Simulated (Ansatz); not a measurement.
A set of 12 reactions (atomization), with CCSD(T)/CBS values in kJ/mol:

| reaction | ΔE |
| --- | --- |
| `[SeH][Ga]([SeH])[SeH]` → Ga• + 3 H• + 3 Se• | 1824.6 |
| `CCSB(O)O` → B• + 2 C• + 7 H• + 2 O• + S• | 5259.1 |
| `[AlH2][O][AlH2]` → 2 Al• + 4 H• + O• | 2127.2 |
| `C[O][SnH2][SeH]` → C• + 6 H• + O• + Se• + Sn• | 3102.5 |
| `C=CN=C` → 3 C• + 5 H• + N• | 3684.1 |
| `C#[C][Ge]([F])([F])[O]C` → 3 C• + 2 F• + Ge• + 4 H• + O• | 4542.9 |
| `CC[Si](N)(N)F` → 2 C• + F• + 9 H• + 2 N• + Si• | 5788.3 |
| `[ZnH][O][GeH3]` → Ge• + 4 H• + O• + Zn (atom) | 1795.9 |
| `COC(F)[SeH]` → 2 C• + F• + 5 H• + O• + Se• | 3571.6 |
| `CCOCC#N` → 4 C• + 7 H• + N• + O• | 5389.7 |
| `[SnH4]` → 4 H• + Sn• | 1104.7 |
| `FCBCF` → B• + 2 C• + 2 F• + 5 H• | 3765.5 |

Calculated with Ansatz (gas phase, PBE0-D4/def2-TZVP geometries, no zero-point term in ΔE). CCSD(T)/CBS adds triple-zeta CCSD(T) − MP2 to the extrapolated MP2 energy (def2 sets, frozen cores). This one scheme is used for every species, atoms too. Functionals use def2-TZVPP. B3LYP here is the variant with VWN-RPA as its local correlation; programs differ in this. Open shells (•) are unrestricted, without spin–orbit coupling. Spin–orbit coupling would lower the free atoms: a little for Al, B, C, F, O, S, Si; clearly for Ga, Ge, Se; strongly for Sn. Elements past krypton have def2 core potentials. Bonds to Ga, Ge, Se, Sn, Zn are less sure, by a few kJ/mol each and by 10 to 20 or more in all where they break to atoms, as the def2 sets lack core-valence functions. Scalar relativity is left out up to krypton. Each species was taken in one conformer, which may not be the lowest.

Q: Give the mean, mean absolute and largest difference (level minus CCSD(T)/CBS, kJ/mol) for: r2SCAN-D4, PBE0-D4, B3LYP-D4, ωB97X-V, PBE, r2SCAN, PBE0, B3LYP, HF/def2-TZVPP, MP2/def2-TZVPP, CCSD/def2-TZVPP, HF/def2-QZVPP, SCS-MP2/def2-QZVPP, HF/CBS(def2). (Estimate.)

A: The calculation gave: 
```json
{"level": "r2SCAN-D4", "mean": "0.4", "mean absolute": "16.0", "largest": "36.0"}
{"level": "PBE0-D4", "mean": "-14.1", "mean absolute": "37.7", "largest": "-77.3"}
{"level": "B3LYP-D4", "mean": "-15.0", "mean absolute": "26.8", "largest": "-54.7"}
{"level": "ωB97X-V", "mean": "3.4", "mean absolute": "10.9", "largest": "23.9"}
{"level": "PBE", "mean": "39.0", "mean absolute": "74.9", "largest": "152.8"}
{"level": "r2SCAN", "mean": "-4.2", "mean absolute": "16.1", "largest": "-33.7"}
{"level": "PBE0", "mean": "-30.0", "mean absolute": "43.1", "largest": "-86.1"}
{"level": "B3LYP", "mean": "-45.2", "mean absolute": "47.3", "largest": "-96.5"}
{"level": "HF/def2-TZVPP", "mean": "-1000.4", "mean absolute": "1000.4", "largest": "-1596.5"}
{"level": "MP2/def2-TZVPP", "mean": "-32.9", "mean absolute": "41.2", "largest": "-92.6"}
{"level": "CCSD/def2-TZVPP", "mean": "-146.9", "mean absolute": "146.9", "largest": "-239.1"}
{"level": "HF/def2-QZVPP", "mean": "-995.4", "mean absolute": "995.4", "largest": "-1584.4"}
{"level": "SCS-MP2/def2-QZVPP", "mean": "9.6", "mean absolute": "23.8", "largest": "51.5"}
{"level": "HF/CBS(def2)", "mean": "-994.6", "mean absolute": "994.6", "largest": "-1582.5"}
```

The largest T1 diagnostic in the set is 0.018, for Al• (customary mark 0.045).

CCSD(T)/CBS is a level of theory with its own doubt, and the functionals carry their triple-zeta basis error, so these figures describe this set and don't rank the functionals.
